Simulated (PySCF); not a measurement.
Isomers of C6H8N2Si, mass 136.046 u with the commonest isotopes. The calculation used CAM-B3LYP/def2-SVPD in PySCF (dipole) on a GFN2-xTB geometry, gas phase. One conformer each, none proved a minimum here; rigid rotors.

Question: Order these by out-of-plane moment Σ m c² = (Ia + Ib − Ic)/2, smallest first.
A. `[H]/[N:5]=[C:4](\[CH2:3][C:2]#[N:1])[CH2:6][C:7]#[C:8][SiH3:9]` with C2–C3–C4–N5 -112°, C3–C4–C6–C7 61°
B. `[CH:1]#[C:2][CH2:3][Si@@:4]([CH3:5])([C:6]#[N:7])[N:8]=[CH2:9]` with C2–C3–Si4–C5 -54°, C3–Si4–N8–C9 -121°
C. `Cc1cnc(n1[SiH3])C#C`

Answer: C (4.51 u·Å²), A (53.69 u·Å²), B (97.07 u·Å²).

Question: Order these by rotational constant A, smallest first.
A. `[H]/[N:5]=[C:4](\[CH2:3][C:2]#[N:1])[CH2:6][C:7]#[C:8][SiH3:9]` with C2–C3–C4–N5 -112°, C3–C4–C6–C7 61°
B. `[CH:1]#[C:2][CH2:3][Si@@:4]([CH3:5])([C:6]#[N:7])[N:8]=[CH2:9]` with C2–C3–Si4–C5 -54°, C3–Si4–N8–C9 -121°
C. `C#Cc1ncc(C)n1[SiH3]`

Answer: B (1772 MHz), C (2075 MHz), A (2217 MHz).

Question: Order these by dipole moment, largest first.
A. `[CH:1]#[C:2][CH2:3][Si@@:4]([CH3:5])([C:6]#[N:7])[N:8]=[CH2:9]` with C2–C3–Si4–C5 -54°, C3–Si4–N8–C9 -121°
B. `C#Cc1ncc(C)n1[SiH3]`
C. `[H]/[N:5]=[C:4](\[CH2:3][C:2]#[N:1])[CH2:6][C:7]#[C:8][SiH3:9]` with C2–C3–C4–N5 -112°, C3–C4–C6–C7 61°

Answer: B (3.88 D), A (3.30 D), C (3.05 D).

```
                  SMILES  point group  Ia (u·Å²)  Ib (u·Å²)  Ic (u·Å²)      κ  μa (D)  μb (D)  μc (D)
     C#Cc1ncc(C)n1[SiH3]      near Cs     243.55     381.77     616.30  -0.20    1.81    3.43    0.02
   C#CC[Si@@](C)(C#N)N=C           C1     285.23     512.66     603.75  -0.68    1.28    3.04    0.19
[H]/N=C(\CC#N)CC#C[SiH3]           C1     227.91     827.21     947.73  -0.91    1.71    0.93    2.35
```
